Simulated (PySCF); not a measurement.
## `O1C[C@@H]([C@@H](C=C)Cl)C1=O`, C₆H₇ClO₂

Molfile (atoms numbered from 1):
```
C6H7ClO2
     RDKit          3D

 16 16  0  0  0  0  0  0  0  0999 V2000
    2.6080    0.2177    0.4663 C   0  0  0  0  0  0  0  0  0  0  0  0
    1.6386   -0.4638   -0.1154 C   0  0  0  0  0  0  0  0  0  0  0  0
    0.4120    0.1697   -0.6770 C   0  0  1  0  0  0  0  0  0  0  0  0
    0.4014   -0.0663   -2.4743 Cl  0  0  0  0  0  0  0  0  0  0  0  0
   -0.8553   -0.4492   -0.1168 C   0  0  2  0  0  0  0  0  0  0  0  0
   -2.1869    0.2599   -0.4124 C   0  0  0  0  0  0  0  0  0  0  0  0
   -2.3575    0.5432    0.9899 O   0  0  0  0  0  0  0  0  0  0  0  0
   -1.1892   -0.0512    1.3220 C   0  0  0  0  0  0  0  0  0  0  0  0
   -0.6691   -0.1691    2.3811 O   0  0  0  0  0  0  0  0  0  0  0  0
    2.5632    1.2882    0.5786 H   0  0  0  0  0  0  0  0  0  0  0  0
    3.4810   -0.2703    0.8619 H   0  0  0  0  0  0  0  0  0  0  0  0
    1.6973   -1.5375   -0.2243 H   0  0  0  0  0  0  0  0  0  0  0  0
    0.4219    1.2514   -0.5207 H   0  0  0  0  0  0  0  0  0  0  0  0
   -0.8640   -1.5265   -0.2870 H   0  0  0  0  0  0  0  0  0  0  0  0
   -2.1142    1.1793   -0.9937 H   0  0  0  0  0  0  0  0  0  0  0  0
   -2.9949   -0.3663   -0.7897 H   0  0  0  0  0  0  0  0  0  0  0  0
  1  2  2  0
  2  3  1  0
  3  4  1  0
  3  5  1  0
  5  6  1  0
  6  7  1  0
  7  8  1  0
  8  9  2  0
  8  5  1  0
  1 10  1  0
  1 11  1  0
  2 12  1  0
  3 13  1  6
  5 14  1  1
  6 15  1  0
  6 16  1  0
M  END
```

Theory: PySCF, TDDFT B3LYP/def2-SVPD circular dichroism and optical rotation, one conformer, gas phase. Geometry: GFN2-xTB.

The molecule is flexible and this is one conformer; a measurement averages over conformers.

Problem. Draw the ECD and absorption spectra from the lowest 8 states, each a Gaussian of half-width 0.35 eV at 1/e height.

Solution. 
```tsv
E (eV)	λ (nm)	Δε (L mol⁻¹ cm⁻¹)	ε (L mol⁻¹ cm⁻¹)
5.20	238	-1.32	40
5.30	234	-2.73	85.7
5.40	229	-4.78	161
5.50	225	-6.99	275
5.60	221	-8.33	448
5.70	217	-7.47	725
5.80	214	-3.43	1180
5.90	210	+3.77	1850
6.00	207	+12.75	2680
6.10	203	+21.06	3480
6.20	200	+26.06	4050
6.30	197	+26.17	4320
6.40	194	+21.64	4520
6.50	191	+14.12	5030
6.60	188	+5.55	6140
6.70	185	-2.53	7810
6.80	182	-9.04	9540
6.90	180	-13.07	10600
7.00	177	-14.10	10400
7.10	175	-12.41	8930
```
Δε uses R in velocity form, ε uses f in length form. Only the states computed contribute, so the short-wavelength end is incomplete.
